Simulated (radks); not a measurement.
The phosphorus ion P+, 14 electrons, occupied as [Ne] 3s2 3p2. All-electron calculation, non-relativistic Kohn-Sham, r2SCAN, spin-polarised, spherical densities, point nucleus; open shells are filled with parallel spins first; meta-GGA in the generalised Kohn-Sham scheme. Program: a radial shooting solver on a logarithmic mesh with Libxc functionals.

Unscreened Slater integrals over Kohn-Sham orbitals (hartree). They are taken over the spin-up orbitals.

integral,value
"F0(3p,3p)",0.42811
"F2(3p,3p)",0.21856
"F0(3p,3s)",0.45654
"G1(3p,3s)",0.30337
"F0(3p,2p)",0.58077
"F2(3p,2p)",0.090503
"G0(3p,2p)",0.036077
"G2(3p,2p)",0.035238
"F0(3p,2s)",0.57557
"G1(3p,2s)",0.027811
"F0(3s,3s)",0.49179
"F0(3s,2p)",0.65198
"G1(3s,2p)",0.044560
"F0(3s,2s)",0.64755
"G0(3s,2s)",0.035643
"F0(2p,2p)",1.8962
"F2(2p,2p)",0.87496
"F0(2p,2s)",1.8058
"G1(2p,2s)",1.0742
"F0(2s,2s)",1.7466

Derived for the open shells (J is the average intra-shell exchange parameter used in DFT+U). 3p: J = F2/5 = 0.04371 hartree; in LS coupling 1D lies 6 F2/25 = 0.05245 hartree above 3P.
